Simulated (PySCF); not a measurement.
Screening by computed properties: pick the candidate that meets the target.

Species are written as SMILES; each is one conformer at its optimised geometry, gas phase, non-relativistic unless stated. Electronic properties by PySCF.

The conformers computed, where there is a choice (atom-mapped SMILES and torsion angles):
- `[CH2:1][C@@H:2]([CH2:3][F:4])[C@@H:5]([F:6])[CH2:7][F:8]`: C1–C2–C3–F4 54°, C1–C2–C5–F6 172°, C2–C5–C7–F8 152°
- `[CH3:1][CH2:2][CH2:3][CH:4][C:5]([F:6])([F:7])[F:8]`: C1–C2–C3–C4 -68°, C2–C3–C4–C5 112°, C3–C4–C5–F6 11°
- `[O:1]=[CH:2][O:3][C+:4]1[CH:5][S:6][C@H:7]([F:8])[C:9]1=[O:10]`: O1–C2–O3–C4 -5°, C2–O3–C4–C5 -2°
- `[CH3:1]/[C:2]=[CH:3]\[C:4](=[C:5]=[S:6])[C:7]#[C:8][CH3:9]`: C2–C3–C4–C5 -179°

Task: Wanted: isotropic g value above 2.0027 (unrestricted B3LYP/pcH-1, mean-field spin–orbit) and smallest rotational constant below 1.2 GHz (GFN2-xTB), at GFN2-xTB geometries. Which candidate meets both?
A. `[C@@H]([C@@H]([CH2])CF)(CF)F` [radical]
B. `O=CO[C+]1[CH]S[C@H](F)C1=O` [radical]
C. `C/[C]=C\C(=C=S)C#CC` [radical]
D. `CCC[CH]C(F)(F)F` [radical]

Result: B. Computed values:
```csv
species,isotropic g value,smallest rotational constant
CCC[CH]C(F)(F)F [radical],2.00236,1.115 GHz
C/[C]=C\C(=C=S)C#CC [radical],2.00257,0.551 GHz
[C@@H]([C@@H]([CH2])CF)(CF)F [radical],2.00275,1.303 GHz
O=CO[C+]1[CH]S[C@H](F)C1=O [radical],2.00950,0.608 GHz
```
